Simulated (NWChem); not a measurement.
# C2H7FN2SW; SMILES C[N](C)[W](=[NH])([F])=[S]

```xyz
14

W     -0.2220     0.2777    -0.0128
N     -1.3410     0.4128     1.3131
H     -1.6789     0.8006     2.1899
S      1.5580     1.4161     0.3899
F     -1.0309     0.8101    -1.6302
N      0.2427    -1.5887    -0.0647
C      1.3688    -1.9795    -0.8953
C     -0.2959    -2.6728     0.7287
H      2.2271    -2.2946    -0.2741
H      1.0843    -2.8155    -1.5578
H      1.7068    -1.1468    -1.5305
H     -0.6437    -3.4927     0.0753
H      0.4766    -3.0837     1.4045
H     -1.1416    -2.3227     1.3315
```
Atoms are numbered in this order, from 1.

Results from NWChem. Medium grid unless said otherwise, to which SCAN and Minnesota functionals are sensitive. Coordinates come from a PBE0/def2-SVP optimisation. Not confirmed as a minimum by frequencies. def2 effective core potentials on W; no spin-orbit coupling. Hybrids' shares of exact exchange are those that their runs print; pure functionals count as 0. The functionals differ in more than this share.

| row | share of exact exchange | orbital gap (eV) |
|---|---|---|
| PBE/def2-SVP | 0.00 | 3.53 |
| N12/def2-SVP | 0.00 | 3.48 |
| B3LYP/def2-SVP | 0.20 | 5.00 |
| PBE0/def2-SVP | 0.25 | 5.41 |
| MN15/def2-SVP | 0.44 | 6.57 |
| Hartree-Fock/def2-SVP | 1.00 | withheld |

### Question
Fit a straight line of the last column on the one before it, predict the withheld value, and compare with the run.

### Answer

1. Means of the 5 shown rows: x = 0.178, y = 4.798. Slope Σ(x − x̄)(y − ȳ)/Σ(x − x̄)² = 0.9731/0.1377 = 7.068; intercept 3.540.
2. The shown rows scatter about the line by 0.068 (root mean square); the largest residual is +0.10, at PBE0/def2-SVP.
3. At x = 1.00 (Hartree-Fock/def2-SVP; beyond the shown range) the line gives 10.61.
4. The run gives 11.40, +0.79 from the line, 11.7 times the scatter.
